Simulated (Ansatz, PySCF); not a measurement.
PySCF was given this input:
```python
from pyscf import gto, scf, cc

mol = gto.Mole()
mol.atom = '''
    C     1.242363   -0.397501   -0.003229
    C     0.104878    0.602170    0.010315
    N    -1.207868   -0.122818   -0.005342
    H     2.189650    0.133330    0.008197
    H     1.215410   -1.041569    0.872132
    H     1.220246   -1.012061   -0.899685
    H     0.148359    1.250307   -0.865745
    H     0.143518    1.220773    0.907695
    H    -1.274177   -0.738352    0.816913
    H    -1.269633   -0.710625   -0.847987
    H    -2.001747    0.529910    0.003362
'''
mol.basis = 'sto-3g'
mol.charge = 1
mol.spin = 0
mol.verbose = 4
mol.build()

mf = scf.RHF(mol)
mf.kernel()

mycc = cc.CCSD(mf, frozen=3)
mycc.kernel()
et = mycc.ccsd_t()
print('E(CCSD(T)) = %.10f' % (mycc.e_tot + et))
```

Task: Convert this to an input for Ansatz (a quantum-chemistry and plane-wave program).

Result: One answer among several that fit: 
Ansatz 0.2 input:
```yaml
crystal:
  periodic: [false, false, false]
  atoms:
    - {symbol: C, position_ang: [1.24236279, -0.39750113, -0.00322907]}
    - {symbol: C, position_ang: [0.10487807, 0.60216964, 0.01031472]}
    - {symbol: N, position_ang: [-1.20786753, -0.12281767, -0.00534211]}
    - {symbol: H, position_ang: [2.18965049, 0.13332978, 0.00819683]}
    - {symbol: H, position_ang: [1.21540996, -1.04156893, 0.87213189]}
    - {symbol: H, position_ang: [1.22024591, -1.01206128, -0.89968502]}
    - {symbol: H, position_ang: [0.14835877, 1.25030737, -0.86574484]}
    - {symbol: H, position_ang: [0.14351839, 1.22077270, 0.90769459]}
    - {symbol: H, position_ang: [-1.27417674, -0.73835213, 0.81691315]}
    - {symbol: H, position_ang: [-1.26963260, -0.71062506, -0.84798726]}
    - {symbol: H, position_ang: [-2.00174661, 0.52991014, 0.00336156]}
basis:
  gaussian:
    orbitals: STO-3G
total_charge: 1
magnetization: {spin_polarized: false}
correlation: {method: ccsd_t, electrons: outside_noble_gas}
accuracy: high
```

Both were run: PySCF gave -133.261937 Eh and Ansatz -133.261937 Eh, 0.000 mEh apart.
